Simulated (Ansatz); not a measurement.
Heat of formation of C3H7I (1-iodopropane) from total energies

C3H7I has 11 atoms, charge 0, and is taken as a singlet. SMILES: `CCCI`. The coordinates come from a PBE0-D4/def2-TZVP relaxation. This is one conformer, not always the lowest.

```xyz
11

C    -0.1252    1.2995   -0.1335
C     0.2636   -0.0961   -0.5824
C     0.1334   -1.1555    0.4862
I    -1.9032   -1.4981    1.0942
H     0.0372    2.0248   -0.9330
H    -1.1788    1.3422    0.1508
H     0.4670    1.6144    0.7302
H    -0.3181   -0.3892   -1.4611
H     1.3163   -0.0999   -0.8951
H     0.6543   -0.8854    1.4038
H     0.4789   -2.1296    0.1481
```

Total energies at revPBE/def2-SVP (core potential) (Ansatz 0.2.0); the atoms run unrestricted:

```
species    state  energy (Eh)
  C3H7I  singlet  -416.150135
      C  triplet   -37.801039
      I  doublet  -297.713133
      H  doublet    -0.503193
```

Harmonic wavenumbers at PBE/def2-SVP, in cm⁻¹: 122, 188, 269, 376, 492, 739, 798, 876, 985, 1000, 1075, 1163, 1169, 1247, 1315, 1351, 1392, 1396, 1419, 1427, 2946, 2971, 3009, 3030, 3058, 3068, 3105.

Measured heats of formation of the gaseous atoms at 298.15 K, in kJ/mol: C 716.9, I 106.8, H 218.0. Spin-orbit lowering of the atoms at 298 K (mean of the ground term's levels less their thermal mean, from spectra), in kJ/mol: C 0.02, I 30.32. Take 1 Eh = 2625.50 kJ/mol, 1 cm⁻¹ = 0.0119627 kJ/mol, RT = 2.479 kJ/mol.

Q: Work out the heat of formation of the gas at 298 K.

A: 
1. Electronic atomisation energy: 3 × (-37.801039) + (-297.713133) + 7 × (-0.503193) − (-416.150135) = 1.511534 Eh = 3968.5 kJ/mol.
2. Zero-point energy: half the sum of the wavenumbers, 19993 cm⁻¹ = 239.2 kJ/mol.
3. Thermal vibrational enthalpy, Σ hcν̃/(exp(hcν̃/kT) − 1): 7.2 kJ/mol. Translation, rotation and pV of a non-linear molecule: 4 RT = 9.9 kJ/mol.
4. The 11 free atoms carry 5/2 RT each: 68.2 kJ/mol.
5. Spin-orbit coupling lowers the free atoms by 3 × 0.02 + 30.32 = 30.4 kJ/mol.
6. Atomisation enthalpy at 298 K: 3968.5 − 30.4 − 239.2 − 7.2 − 9.9 + 68.2 = 3750.0 kJ/mol.
7. Sum of the atoms' heats of formation: 3783.5 kJ/mol. Heat of formation: 3783.5 − 3750.0 = +33.5 kJ/mol.

The tabulated value is -30.0 kJ/mol (CRC Handbook of Chemistry and Physics), so this level is off by +63.5 kJ/mol, or 1.7 % of the atomisation enthalpy. Anharmonicity and any spin-orbit splitting of the molecule are left out.
